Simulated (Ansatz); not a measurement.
Stepwise reaction of `[Br][In]([Br])[Br]` with hydrogen fluoride, as a gas-phase model of exchange steps in deposition or etching. ΔE in kJ/mol; ΔG adds harmonic PBE0-D4 terms to CCSD(T)/CBS, at 1 bar.

Gas-phase electronic energies from Ansatz, PBE0-D4/def2-TZVP geometries. CCSD(T)/CBS is the MP2 limit (def2-TZVPP, def2-QZVPP) plus CCSD(T) − MP2 in def2-TZVPP, frozen cores. This one scheme is used for every species. Functionals use def2-TZVPP. B3LYP here is the variant with VWN-RPA as its local correlation; programs differ in this. Elements past krypton have def2 core potentials. For Br, In outer-core shells are correlated without core-valence functions, which leaves a few kJ/mol of doubt a bond. Scalar relativity is left out up to krypton.

```csv
step,reaction,PBE-D4,B3LYP-D4,ωB97M-V,CCSD(T)/CBS,ΔG(400 K)
1,`[Br][In]([Br])[Br]` + H–F → `[F][In]([Br])[Br]` + HBr,73.9,76.2,76.6,84.1,71.7
2,`[F][In]([Br])[Br]` + H–F → `[F][In]([F])[Br]` + HBr,77.7,79.8,80.4,87.1,78.5
3,`[F][In]([F])[Br]` + H–F → `[F][In]([F])[F]` + HBr,83.7,85.8,86.0,92.0,86.7
```

Q: By hand: ΔE of the 3 steps together at CCSD(T)/CBS.

A: (84.1) + (87.1) + (92.0) = 263.2 kJ/mol, or 87.7 kJ/mol a step.

In ΔE each step is higher than the one before. All are uphill at CCSD(T)/CBS. ΔG lies between 71.7 and 86.7 kJ/mol a step. PBE-D4 differs from CCSD(T)/CBS by -10.2 to -8.3 kJ/mol a step. Isolated molecules leave out the surface, adducts and barriers. Largest T1 diagnostic: 0.018.
